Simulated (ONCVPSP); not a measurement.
nitrogen (N): one change to an ONCV potential, before and after

- Element: N
- Generator: ONCVPSP 4.0.1
- Type: optimised norm-conserving Vanderbilt (ONCV)
- Functional: PBE
- Relativity: fully relativistic
- Frozen core: [He]
- Valence charge: 5
- Reference configuration: 2s2 2p3
- Partial waves: 2s: rc 0.90 bohr, ncon 4, nbas 8, qcut 8.3 1/bohr, 2 projectors, debl 0.8 Ha; 2p: rc 1.40 bohr, ncon 4, nbas 9, qcut 12.1 1/bohr, 3 projectors, debl 1.8 Ha; d scattering state at 0.1 Ha: rc 1.45 bohr, ncon 4, nbas 7, qcut 6.9 1/bohr, 2 projectors, debl 2.5 Ha
- Local potential: polynomial inside 0.70 bohr (lpopt 2, dvloc0 0 Ha)
- Core correction: polynomial model core, fcfact 0.7

Open shells are filled in proportion to 2j + 1.

Change: core correction polynomial model core, fcfact 1.

Cutoffs: the cutoffs (Ha) at which the residual kinetic energy of the hardest occupied pseudo-wave falls to 1 and 0.1 mHa per electron; they do not see the model core or the augmentation charge, which bear on the density cutoff. Errors are all-electron minus pseudo energies relative to the spin-unpolarised reference configuration.

**Question.** Predict the effect on cutoff, ghosts and configuration errors.

**Answer.** The potential gets neither clearly harder nor softer (36 Ha and 55 Ha → 36 Ha and 55 Ha); the errors of the 4 common tests hardly move; neither file shows a bound ghost. A model core, the more so a compact one, raises the density cutoff, which this test does not measure.

```csv
quantity,base,changed
"cutoff, loose",36 Ha,36 Ha
"cutoff, tight",55 Ha,55 Ha
bound ghosts,none,none
GHOST(+) flags under 300 eV,none,none
"error for 2s2 2p2, meV [ΔE 13.59 eV]",+5.6,+5.4
"error for 2s2 2p1, meV [ΔE 42.44 eV]",+56,+54
"error for 2s2 2p0, meV [ΔE 89.53 eV]",+255,+246
"error for 2s1 2p3, meV [ΔE 25.37 eV]",+0.5,+0.4
s: phases at 0.91 bohr within 0.05 rad from the reference energy up to (Ha; the scan ends near 5),to the end of the scan,to the end of the scan
p3/2: phases at 1.42 bohr within 0.05 rad from the reference energy up to (Ha; the scan ends near 5),to the end of the scan,to the end of the scan
p1/2: phases at 1.42 bohr within 0.05 rad from the reference energy up to (Ha; the scan ends near 5),to the end of the scan,to the end of the scan
d5/2: phases at 1.48 bohr within 0.05 rad from the reference energy up to (Ha; the scan ends near 5),to the end of the scan,to the end of the scan
d3/2: phases at 1.48 bohr within 0.05 rad from the reference energy up to (Ha; the scan ends near 5),to the end of the scan,to the end of the scan
"rms error of d²Exc/dni dnj with the model core, mHa",6.95,6.86
```
